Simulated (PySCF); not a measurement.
Input of a response calculation (the driver script's job line, then coordinates in Å):

```
{"job": {"kind": "uv", "xc": "wB97X-D", "basis": "def2-SVPD", "nstates": 8, "ntriplets": 3}, "charge": 0, "multiplicity": 1}
C      3.483690     0.061902    -0.066205
C      2.277345     0.017677    -0.043083
B      0.779368    -0.023175    -0.019294
C     -0.014640    -1.351526    -0.188439
C     -1.360247    -1.356410    -0.162337
B     -2.183663    -0.047633     0.040579
C     -1.409227     1.281038     0.207492
C     -0.067143     1.280492     0.175320
F      0.586603     2.465864     0.320974
H      4.534854     0.100099    -0.087132
H      0.518395    -2.287179    -0.329953
H     -1.875982    -2.304564    -0.285895
H     -3.353802    -0.066130     0.066247
H     -1.916230     2.229072     0.349559
```

Computed, not measured: TDDFT wB97X-D/def2-SVPD, vertical, gas phase, core orbitals frozen in the response in PySCF. Job line and output are in the format of a driver script around the code.

Question: What does the script print for it?

Answer: 
```
coarse grid: 12880 points
cycle   1  E = -380.5673902413  dE =  1.498e+00  |g| = 5.364e-01  |ddm| = 1.284e+01
cycle   2  E = -380.5868412238  dE = -1.945e-02  |g| = 5.326e-01  |ddm| = 2.295e+00
cycle   3  E = -380.6378742204  dE = -5.103e-02  |g| = 6.601e-02  |ddm| = 7.849e-01
cycle   4  E = -380.6388480339  dE = -9.738e-04  |g| = 2.752e-02  |ddm| = 2.747e-01
cycle   5  E = -380.6390368126  dE = -1.888e-04  |g| = 9.141e-03  |ddm| = 1.215e-01
cycle   6  E = -380.6390583717  dE = -2.156e-05  |g| = 2.175e-03  |ddm| = 2.633e-02
cycle   7  E = -380.6390618586  dE = -3.487e-06  |g| = 1.147e-03  |ddm| = 1.221e-02
final grid: 128128 points
cycle   8  E = -380.6974218819  dE = -1.331e-04  |g| = 6.340e-03  |ddm| = 4.217e-01
cycle   9  E = -380.6974233235  dE = -1.442e-06  |g| = 6.971e-03  |ddm| = 4.715e-02
cycle  10  E = -380.6974313799  dE = -8.056e-06  |g| = 7.055e-04  |ddm| = 8.901e-03
cycle  11  E = -380.6974316124  dE = -2.326e-07  |g| = 3.396e-04  |ddm| = 5.275e-03
cycle  12  E = -380.6974316791  dE = -6.667e-08  |g| = 1.211e-04  |ddm| = 1.465e-03
cycle  13  E = -380.6974316981  dE = -1.902e-08  |g| = 7.531e-05  |ddm| = 6.886e-04
cycle  14  E = -380.6974317034  dE = -5.344e-09  |g| = 3.568e-05  |ddm| = 3.203e-04
cycle  15  E = -380.6974317048  dE = -1.342e-09  |g| = 1.479e-05  |ddm| = 1.793e-04
cycle  16  E = -380.6974317050  dE = -1.799e-10  |g| = 6.187e-06  |ddm| = 6.352e-05
converged SCF energy = -380.6974317050

Static polarisability (au): isotropic 96.776, principal 56.615 84.145 149.568

Singlet excitations
state   eV       nm        f      main configurations
  1   2.9383    422.0   0.00046   H->L 0.99
  2   3.3998    364.7   0.00001   H-1->L 0.90
  3   4.1976    295.4   0.00012   H-3->L 0.88
  4   4.6532    266.4   0.00347   H-4->L 0.79, H-5->L 0.15
  5   4.6823    264.8   0.37133   H-2->L 0.92
  6   5.4962    225.6   0.01290   H-5->L 0.75, H-4->L 0.15
  7   5.5401    223.8   0.00019   H-6->L 0.91
  8   5.6568    219.2   0.00007   H-7->L 0.93

Triplet excitations (Tamm-Dancoff, eV): 2.0744 3.1042 3.2216
```

Isolated species at its GFN2-xTB geometry, gas phase. GFN2-xTB frequencies show an imaginary mode (27i cm⁻¹), so this geometry is no minimum at that level.

The SCF starts on a coarse grid; the energy jumps when the final grid takes over, and dE counts afresh there. H and L stand for HOMO and LUMO.

The run took 52 s wall on one thread, Arm Neoverse V1 (aarch64), no GPU, shared host with 32 logical CPUs at a one-minute load of 30, and the process peaked at 0.93 GiB of memory.

Note: wB97X-D ran without an empirical dispersion term, which enters the total energy and its gradient alone.
